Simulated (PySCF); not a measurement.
**Question.** What does the PBE0-D3(BJ)/def2-SVP structure of 4-ethoxyphenol, `CCOc1ccc(O)cc1` look like in three dimensions?

**Answer.** 
```
atom  x, y, z in Å
C1     2.6121    0.6545    0.7597
C2     2.1743   -0.6506    0.1254
O3     0.9571   -1.1315    0.6440
C4    -0.2138   -0.5779    0.2455
C5    -1.3656   -1.0428    0.8896
C6    -2.6200   -0.5585    0.5400
C7    -2.7554    0.4073   -0.4631
O8    -3.9539    0.9134   -0.8401
C9    -1.6086    0.8739   -1.1047
C10   -0.3487    0.3898   -0.7567
H11    2.6849    0.5401    1.8513
H12    3.5996    0.9532    0.3762
H13    1.9038    1.4697    0.5514
H14    2.9077   -1.4413    0.3438
H15    2.1199   -0.5644   -0.9755
H16   -1.2531   -1.7980    1.6698
H17   -3.5085   -0.9372    1.0553
H18   -4.6472    0.5038   -0.3132
H19   -1.7158    1.6294   -1.8854
H20    0.5239    0.7802   -1.2813
```

Any rigid rotation of these coordinates is as good. Atoms count from 1 in this order. O8 (phenol-type oxygen) is bent (angle 109.0°). The 3 C–O bonds span 1.355 Å (C7–O8, drawn single) to 1.408 Å (C2–O3, drawn single), a spread of 0.053 Å. Of the pairs four or more bonds apart, H15···H20 is among the closest relative to their van der Waals radii: 2.11 Å, 88 % of the sum of Bondi's values. The C–C distances run from 1.389 Å (C5–C6, aromatic) to 1.516 Å (C1–C2, drawn single), a spread of 0.127 Å.

Bonds between heavy atoms (Å): C1–C2 1.516, C2–O3 1.408, O3–C4 1.355, C4–C5 1.399, C5–C6 1.389, C6–C7 1.399, C7–O8 1.355, C7–C9 1.394, C9–C10 1.394, C4–C10 1.400.

The calculation used PySCF, PBE0-D3(BJ)/def2-SVP geometry optimisation, gas phase.

Point group: C1 (no symmetry element, even within 0.4 Å). No PBE0-D3(BJ)/def2-SVP frequencies stand behind this structure, so it isn't proved a minimum. One conformer, not necessarily the lowest (C1–C2–O3–C4 77°, C2–O3–C4–C5 -175°, C6–C7–O8–H 0°).

Cost: about 3 min of CPU time on one thread; the machine was shared, so the figure is rough. This is the geometry optimisation.
